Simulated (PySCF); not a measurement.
## Relaxation of singlet HfH2

These are results of PBE0 in PySCF with Hf def2-TZVP with ECP60, H def2-TZVP; scalar-relativistic core potentials, no spin–orbit coupling; density-fitted integrals, not measurements. A (50,194) grid was used.

A hand-made linear start, of D∞h symmetry, held to at least that symmetry:

```xyz
3
charge 0 multiplicity 1, angstrom
Hf    0.0000    0.0000    0.0000
H     0.0000    0.0000    1.8400
H     0.0000    0.0000   -1.8400
```

Optimiser trace:
```json
{"step": "0", "E − E(last) (kJ/mol)": "5.73", "largest gradient (Eh/bohr)": "0.01677"}
{"step": "1", "E − E(last) (kJ/mol)": "1.62", "largest gradient (Eh/bohr)": "0.00857"}
{"step": "2", "E − E(last) (kJ/mol)": "0.02", "largest gradient (Eh/bohr)": "0.00100"}
{"step": "3", "E − E(last) (kJ/mol)": "0.00", "largest gradient (Eh/bohr)": "0.00007"}
```

It ends at D∞h with Hf–H 1.912 Å (×2); H–Hf–H 180.0°. A frequency run shows 2 imaginary modes (one degenerate set), down to 778i cm⁻¹, so it is a higher-order saddle point.

Stability towards spin polarisation was not tested. No spin–orbit coupling is included, which matters more the heavier the element.
